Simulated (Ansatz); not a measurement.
```yaml
crystal:
  periodic: [false, false, false]
  atoms:
    - {symbol: S, position_ang: [-0.933417, 0.586402, 1.338371]}
    - {symbol: Si, position_ang: [0.323138, -0.223241, -0.163672]}
    - {symbol: Cl, position_ang: [1.633972, -1.405473, 0.913472]}
    - {symbol: Cl, position_ang: [-0.671936, -1.395445, -1.461788]}
    - {symbol: Cl, position_ang: [1.360379, 1.090895, -1.181797]}
    - {symbol: H, position_ang: [-1.673134, 1.262655, 0.464448]}
basis:
  gaussian: {orbitals: def2-SVPD}
hamiltonian: {xc: {name: LC-wPBE}}
smearing: {width: 0.1}
output: {forces: true}
```

```sh
$ ansatz run in.yaml --threads 4 --pin off --events-out ev --progress --plain --max-ram 10444MiB
```

Shortened log:

```
Error: YAML parse error: error: line 13 column 1: unknown field `smearing`, expected one of crystal, accuracy, basis, kpoints, hamiltonian, magnetization, projection, total_charge, correlation, batch, efield, external_charges, scf, relax, neb, saddle, md, ramp, phonons, dielectric, real_time, elastic, magnetic_configurations, gw, evaluate, workflow, output, checkpoint, execution
11 |   gaussian: {orbitals: def2-SVPD}
12 | hamiltonian: {xc: {name: LC-wPBE}}
13 | smearing: {width: 0.1}
14 | output: {forces: true}
```

In this input the input holds a key that doesn't belong there. The program refused the input.
